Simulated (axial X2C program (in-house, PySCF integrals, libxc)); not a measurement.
# FGaF⁺: properties at the nuclei

Computed with an axial X2C code built on PySCF integrals: two-component X2C with atomic mean-field Coulomb and Gaunt terms, Gaussian nuclei, basis F dyall-av3z, Ga dyall-v3z with contracted cores.

F–Ga–F held linear, with bonds 1.655 and 1.655 Å (near the PBE0 minimum at charge 1 of the determinant lowest at the starting distance; the state shown can have its own minimum elsewhere, held linear; other orders of the atoms were not compared).

Input and command:
```json
{"zs": [9, 31, 9], "q": 1, "bas": ["dyall-av3z", "dyall-v3z", "dyall-av3z"], "r0": [1.88, 1.88], "symm": 1, "scan": ["PBE0", "HF", "BHandHLYP"], "levels": ["PBE0", "HF", "PBE"], "nst": 2}
```
```bash
python solin.py task.json out
```

Keys: zs atomic numbers; q charge; bas basis sets; r0 starting distance in Å; symm equal bonds; scan levels of the two-bond scan; levels methods; nst determinants followed.

Determinant lowest in the PBE0 search, Ω = 0 (closed shell), highest spinor 93% F p, 7% Ga d:

| level | qzz F (a.u.) | qzz Ga (a.u.) |
| --- | --- | --- |
| PBE0 | 2.24 | -3.87 |
| HF | 1.98 | -4.95 |
| PBE | 2.29 | -3.30 |

qzz is the electric field gradient, eQq0 = 234.96 MHz × Q/barn × qzz. The operators were transformed with the bare-nucleus X2C matrices; with these basis sets, hyperfine constants and field gradients can be off by tens of per cent, and where levels differ in sign neither size nor sign is settled.

Q: With Q(69Ga) = 0.171 barn (Q from Pyykkö, Mol. Phys. 2018), turn the PBE0 values of the first state into constants in MHz.

A: eQq0(69Ga) = 234.96 × (0.171) × (-3.87) = -155 MHz.

The molecule was held linear; bending was not examined, so a bent shape may lie lower.

Each state is one determinant with collinear spin. The search compared states at one distance, so a state with another bond length can lie lower.
